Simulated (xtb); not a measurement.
CH₄N (SMILES C[NH-]), charge -1, singlet, geometry from GFN2-xTB; GFN1-xTB (xtb 6.7.1).

Here is a job for xtb.
```
$ xtb mol.xyz --gfn 1 --chrg -1 --json

# file mol.xyz
6

C      0.03918329     0.57726037     0.02256172
N      0.01386466    -0.79320152     0.08399166
H     -0.98685864     1.16240067     0.02218520
H     -0.49443487    -1.14362403    -0.75261679
H      0.57583997     0.97766943     0.90352376
H      0.57330122     1.09240237    -0.89640406
```

**Question.** What does xtb print? Leave out banner, timings and long lists.

**Answer.** 
```
   ID    Z sym.   atoms
    1    6 C      1
    2    7 N      2
    3    1 H      3-6

           -------------------------------------------------
          |                Calculation Setup                |
           -------------------------------------------------

           -------------------------------------------------
          |                 G F N 1 - x T B                 |
           -------------------------------------------------

          ...................................................
          :                      SETUP                      :
          :.................................................:
          :  # basis functions                  16          :
          :  # atomic orbitals                  16          :
          :  # shells                           12          :
          :  # electrons                        14          :
          :  # halogen bonds                     0          :
          :  max. iterations                   250          :
          :  Hamiltonian                  GFN1-xTB          :
          :  restarted?                      false          :
          :  GBSA solvation                  false          :
          :  PC potential                    false          :
          :  electronic temp.          300.0000000     K    :
          :  accuracy                    1.0000000          :
          :  -> integral cutoff          0.2500000E+02      :
          :  -> integral neglect         0.1000000E-07      :
          :  -> SCF convergence          0.1000000E-05 Eh   :
          :  -> wf. convergence          0.2000000E-04 e    :
          :  Broyden damping             0.4000000          :
          :  net charge                         -1          :
          :  unpaired electrons                  0          :
          ...................................................

 iter      E             dE          RMSdq      gap      omega  full diag
   1     -7.6090160 -0.760902E+01  0.763E+00    4.84       0.0  T
   2     -7.6383817 -0.293657E-01  0.445E+00    4.20       1.0  T
   3     -7.6387141 -0.332390E-03  0.114E+00    3.89       1.0  T
   4     -7.6397320 -0.101786E-02  0.328E-01    4.07       1.0  T
   5     -7.6400723 -0.340339E-03  0.971E-03    4.01       4.2  T
   6     -7.6400727 -0.347802E-06  0.287E-03    4.02      14.2  T
   7     -7.6400727 -0.161799E-07  0.197E-03    4.02      20.7  T
   8     -7.6400727 -0.126276E-07  0.304E-04    4.02     134.3  T
   9     -7.6400727 -0.274222E-09  0.260E-05    4.02    1567.2  T
  10     -7.6400727  0.951239E-12  0.267E-05    4.02    1528.3  T

   *** convergence criteria satisfied after 10 iterations ***

         :::::::::::::::::::::::::::::::::::::::::::::::::::::
         ::                     SUMMARY                     ::
         :::::::::::::::::::::::::::::::::::::::::::::::::::::
         :: total energy              -7.576989843456 Eh    ::
         :: gradient norm              0.058771955432 Eh/a0 ::
         :: HOMO-LUMO gap              4.016117627702 eV    ::
         ::.................................................::
         :: SCC energy                -7.640072688004 Eh    ::
         :: -> electrostatic           0.202711439141 Eh    ::
         :: repulsion energy           0.063931455768 Eh    ::
         :: dispersion energy         -0.000848611221 Eh    ::
         :: halogen bond corr.         0.000000000000 Eh    ::
         :: add. restraining           0.000000000000 Eh    ::
         :: total charge              -1.000000000000 e     ::
         :::::::::::::::::::::::::::::::::::::::::::::::::::::

           -------------------------------------------------
          |                Property Printout                |
           -------------------------------------------------

    * Orbital Energies and Occupations

         #    Occupation            Energy/Eh            Energy/eV
      -------------------------------------------------------------
         1        2.0000           -0.4046233             -11.0104
         2        2.0000           -0.3430474              -9.3348
         3        2.0000           -0.2653096              -7.2194
         4        2.0000           -0.2521981              -6.8627
         5        2.0000           -0.1962208              -5.3394
         6        2.0000           -0.0900961              -2.4516
         7        2.0000           -0.0290792              -0.7913 (HOMO)
         8                          0.1185104               3.2248 (LUMO)
         9                          0.1764780               4.8022
        10                          0.1767480               4.8096
        11                          0.2227978               6.0626
        12                          0.3819986              10.3947
        13                          0.4133757              11.2485
        14                          0.5656233              15.3914
        15                          0.6088298              16.5671
        16                          0.6964435              18.9512
      -------------------------------------------------------------
                  HL-Gap            0.1475896 Eh            4.0161 eV
             Fermi-level            0.0447156 Eh            1.2168 eV

  Mulliken/CM5 charges         n(s)   n(p)   n(d)
     1C     0.16312  0.10458   0.968  2.869  0.000
     2N    -0.88917 -1.16296   1.522  4.367  0.000
     3H    -0.12815 -0.08030   1.128  0.000  0.000
     4H     0.07092  0.24699   0.929  0.000  0.000
     5H    -0.08857 -0.02801   1.089  0.000  0.000
     6H    -0.12815 -0.08030   1.128  0.000  0.000

Wiberg/Mayer (AO) data.
largest (>0.10) Wiberg bond orders for each atom

 ---------------------------------------------------------------------------
     #   Z sym  total        # sym  WBO       # sym  WBO       # sym  WBO
 ---------------------------------------------------------------------------
     1   6 C    3.981 --     2 N    1.128     5 H    0.982     6 H    0.934
                             3 H    0.934
     2   7 N    2.304 --     1 C    1.128     4 H    1.006
     3   1 H    1.018 --     1 C    0.934
     4   1 H    1.024 --     2 N    1.006
     5   1 H    1.057 --     1 C    0.982
     6   1 H    1.018 --     1 C    0.934
 ---------------------------------------------------------------------------

Topologies differ in total number of bonds
Writing topology from bond orders to xtbtopo.mol

 dipole moment from electron density (au)
     X       Y       Z
  -0.2869   1.1050  -0.5715  total (Debye):    3.245

           -------------------------------------------------
          | TOTAL ENERGY               -7.576989843456 Eh   |
          | GRADIENT NORM               0.058771955432 Eh/α |
          | HOMO-LUMO GAP               4.016117627702 eV   |
           -------------------------------------------------

normal termination of xtb
```
